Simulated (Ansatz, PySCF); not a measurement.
Reaction (SMILES): OB(O)[PH] → OB(O)[PH-] (an electron is taken up)
Each molecule is optimised on its own at B3LYP-D3(BJ)/def2-TZVP (Ansatz, an electronic-structure program), one conformer each, not searched for the lowest.
Geometry of the first species:
```xyz
7

O     -0.5823     1.3612     0.8032
B     -0.4412     0.1605     0.1762
O     -1.5799    -0.5798     0.0575
P      1.2461    -0.5381    -0.5396
H      0.2330     1.8627     0.8740
H     -1.4653    -1.4239    -0.3866
H      2.0437     0.5786    -0.1595
```
Charge 0, spin multiplicity 2.

Property: adiabatic electron affinity (0 K, with B3LYP-D3(BJ) harmonic zero-point energies from PySCF), positive where the reaction releases energy, in eV. Correlated levels leave the core frozen unless marked. UHF or UKS for open shells. No spin-orbit coupling. Non-relativistic unless marked X2C. Anions need diffuse functions: aug- sets have them; def2-D sets add few; the other sets have none. Basis-set limits of correlation are two-point, X^-3; Hartree-Fock from the larger set.

```csv
level,program,adiabatic electron affinity (eV)
PBE-D4/def2-TZVPD,Ansatz + dftd4,1.81
revPBE/def2-TZVPD,Ansatz,(withheld)
PBE0-D4/def2-TZVP,Ansatz + dftd4,(withheld)
PBE0/def2-TZVPD,Ansatz,1.72
LC-wPBE/def2-TZVPD,Ansatz,1.70
B2GP-PLYP-D4/def2-TZVPD,Ansatz + dftd4,(withheld)
B2PLYP-D3(BJ)/def2-TZVPD,Ansatz + dftd3,(withheld)
RPA@PBE/cc-pV(Q+d)Z,Ansatz,2.00
SCS-MP2/cc-pwCVTZ,Ansatz,1.52
CCSD/STO-3G,Ansatz,-4.56
X2C-CCSD(T)/cc-pVTZ-DK,Ansatz,1.52
"CCSD(T)/CBS(aug-cc-pV(T+d)Z,aug-cc-pV(Q+d)Z)",Ansatz,1.91
```

Task: Fill in the missing entries.

Result: 
- revPBE/def2-TZVPD, adiabatic electron affinity (eV): 1.71
- PBE0-D4/def2-TZVP, adiabatic electron affinity (eV): 1.63
- B2GP-PLYP-D4/def2-TZVPD, adiabatic electron affinity (eV): 1.75
- B2PLYP-D3(BJ)/def2-TZVPD, adiabatic electron affinity (eV): 1.74
